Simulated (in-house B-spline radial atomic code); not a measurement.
Successive ionisation energies of samarium; each step leads to the configuration of the next row (after the last: [Kr] 4d10 4f5/2(4) 5s2 5p1/2(2)). Dirac energy differences include first-order Breit, QED and recoil terms. NIST's values go from ground level to ground level; the uncertainty of those that are theory runs from under 0.1 % in few-electron ions to several per cent in heavy many-electron ones. Computed with an all-electron radial atomic-structure program (B-spline basis): Dirac-Hartree-Fock, jj configuration that fills j = l - 1/2 first, finite nuclei.

Some pairs differ by more than the removed electron.

A number in brackets counts the electrons of a j subshell.

| ion | configuration | ionisation energy (eV) | tabulated value (eV) | tabulated kind | computed minus tabulated (eV) | highest orbital | largest mean radius (bohr) |
| --- | --- | --- | --- | --- | --- | --- | --- |
| Sm | [Xe] 4f5/2(6) 6s2 | 4.68 | 5.643722 | measured | -0.97 | 6s1/2 | 4.6522 |
| Sm+ | [Xe] 4f5/2(6) 6s1 | 10.24 | 11.078 | semi-empirical | -0.84 | 6s1/2 | 4.1461 |
| Sm2+ | [Xe] 4f5/2(6) | 20.86 | 23.55 | semi-empirical | -2.69 | 4f5/2 | 1.7007 |
| Sm3+ | [Xe] 4f5/2(5) | 39.65 | 41.64 | semi-empirical | -1.99 | 4f5/2 | 1.6251 |
| Sm4+ | [Xe] 4f5/2(4) | 60.58 | 62.7 | semi-empirical | -2.12 | 4f5/2 | 1.557 |
| Sm5+ | [Xe] 4f5/2(3) | 91.84 | 87 | tabulated theory | 4.84 | 5p3/2 | 1.4963 |
| Sm6+ | [Kr] 4d10 4f5/2(4) 5s2 5p1/2(2) 5p3/2(2) | 98.05 | 103 | tabulated theory | -4.95 | 4f5/2 | 1.488 |
| Sm7+ | [Kr] 4d10 4f5/2(4) 5s2 5p1/2(2) 5p3/2(1) | 113.25 | 118 | tabulated theory | -4.75 | 5p3/2 | 1.4579 |

Problem. Where is the largest jump?

Solution. From Sm to Sm+, by a factor of 2.19 (4.6754 to 10.237 eV); the highest orbital goes from 6s1/2 to 6s1/2.

Problem. How far is this level of theory from the measured and semi-empirical values?

Solution. Over those 5 rows the differences run from -2.69 to -0.841 eV (mean absolute value 1.7 eV). The calculation leaves out correlation and, in open shells, the multiplet splittings that an average leaves out.
